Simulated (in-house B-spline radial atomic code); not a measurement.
**Ionising Xe5+ with different functionals**

Computed with an all-electron radial atomic-structure program (B-spline basis): four-component Dirac-Coulomb Hamiltonian, Fermi nucleus of rms radius 4.7859 fm, spin-restricted, spherical fractional occupations for the functionals. The ionisation energy is the difference of two self-consistent energies, [Kr] 4d10 5s2 5p1 → [Kr] 4d10 5s2, without Breit or QED terms; ε is the level of the shell that loses the electron (mean over j). The electron is taken from both j subshells in proportion to 2j + 1, so the result is a j average, not the step between ground levels.

Hybrids are left out here: with spherical fractional occupations of an open shell their exact exchange keeps a self-interaction that integer-occupation calculations don't have.

```
           method  rung  ΔSCF (eV)  -ε(5p) (eV)
         LDA VWN5   LDA      65.55        59.66
 relativistic LDA   LDA      65.52        59.63
         LDA PW92   LDA      65.55        59.66
LDA exchange-only   LDA      64.10        58.20
              PBE   GGA      65.05        59.19
           PBEsol   GGA      65.10        59.27
             BLYP   GGA      65.16        59.24
             RPBE   GGA      64.84        59.02
             PW91   GGA      65.18        59.33
             BP86   GGA      65.24        59.41
             AM05   GGA      65.07        59.24
             OLYP   GGA      64.73        58.94
```

**Question.** How do they compare with the NIST value?

**Answer.** NIST lists 66.70 eV ± 0.007 (measured, ground level to ground level). Errors run from -2.61 to -1.15 eV. The correlated functionals all miss on the same side by more than they spread, so the cause is common to them (Breit-QED terms, spin polarisation, the choice among j levels, multiplet and fine-structure energies, or a listed next ion that isn't the cheapest removal here) and closeness doesn't rank the functionals.
